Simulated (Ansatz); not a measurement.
(1) Predict a relaxed structure of Mn2Cu2, charge 0, multiplicity 9, at r2SCAN-D4/def2-SVP (Ansatz).

Results:

(1) 
```xyz
4

Cu    0.5862   -1.9746   -0.2677
Cu   -0.5850    1.9740    0.2748
Mn    1.1859    0.3758   -0.1750
Mn   -1.1871   -0.3752    0.1679
```
Point group D2h (tolerance 0.1 Å). This is one stationary point.

The charge 0 multiplicity 9 is spin-contaminated (final ⟨S²⟩ up to 21.06, 20.00 for a pure state). The structure comes from a short search, and lower isomers may exist.
